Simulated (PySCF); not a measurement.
Zn(SeH)(OSiH3), H4OSeSiZn, SMILES [SiH3][O][Zn][SeH], singlet, PBE0/def2-SVP optimised geometry.

```
8

Zn    -1.09    -1.27     3.04
Se    -1.22    -1.55     5.29
H     -0.26    -0.45     5.51
O     -1.06    -1.13     1.28
Si    -0.44    -0.31     0.00
H      1.06    -0.31     0.00
H     -0.88     1.13     0.00
H     -0.90    -0.93    -1.28
```

Density from PBE0/def2-TZVP in PySCF at that geometry.

Minimum of the electron density along straight lines between bonded atoms, close to the bond critical point (lines longer than 1.1 times the sum of covalent radii, or with two minima, are not listed):

```json
[
 {"bond": "Zn1–Se2", "length / Å": "2.274", "ρ at the minimum / e bohr⁻³": "0.087", "∇²ρ there / e bohr⁻⁵": "0.13", "position (fraction from the first atom)": "0.45"},
 {"bond": "Se2–H3", "length / Å": "1.473", "ρ at the minimum / e bohr⁻³": "0.172", "∇²ρ there / e bohr⁻⁵": "-0.30", "position (fraction from the first atom)": "0.63"},
 {"bond": "Zn1–O4", "length / Å": "1.769", "ρ at the minimum / e bohr⁻³": "0.135", "∇²ρ there / e bohr⁻⁵": "0.76", "position (fraction from the first atom)": "0.49"},
 {"bond": "O4–Si5", "length / Å": "1.640", "ρ at the minimum / e bohr⁻³": "0.137", "∇²ρ there / e bohr⁻⁵": "0.86", "position (fraction from the first atom)": "0.59"},
 {"bond": "Si5–H6", "length / Å": "1.502", "ρ at the minimum / e bohr⁻³": "0.119", "∇²ρ there / e bohr⁻⁵": "0.14", "position (fraction from the first atom)": "0.49"},
 {"bond": "Si5–H7", "length / Å": "1.501", "ρ at the minimum / e bohr⁻³": "0.119", "∇²ρ there / e bohr⁻⁵": "0.14", "position (fraction from the first atom)": "0.49"},
 {"bond": "Si5–H8", "length / Å": "1.495", "ρ at the minimum / e bohr⁻³": "0.120", "∇²ρ there / e bohr⁻⁵": "0.14", "position (fraction from the first atom)": "0.49"}
]
```
